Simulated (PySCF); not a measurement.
C3H7NSi, SMILES C=C=CN[SiH3]. Geometry optimised at PBE-D3(BJ)/def2-SVP. This is a generated structure with no PubChem entry under its InChIKey; it may be hypothetical. Other conformers were not sampled.

**Question.** Give the equilibrium geometry at PBE-D3(BJ)/def2-SVP (PySCF confirms it by a frequency run) as Cartesian coordinates in Å, and its point group. (Estimate from the structure and the level; the computed values follow.)

**Answer.** Several could match; the one computed here: point group Cs.
```xyz
12

C     -0.7680    -2.4555     0.0000
C      0.1763    -1.5353     0.0000
C      1.1382    -0.6177     0.0000
N      0.9563     0.7706     0.0000
Si    -0.6061     1.5801     0.0000
H     -1.1889    -2.8655    -0.9385
H     -1.1889    -2.8655     0.9385
H      2.1908    -0.9558     0.0000
H      1.8144     1.3204     0.0000
H     -1.4163     1.2276     1.2183
H     -0.2829     3.0471     0.0000
H     -1.4163     1.2276    -1.2183
```
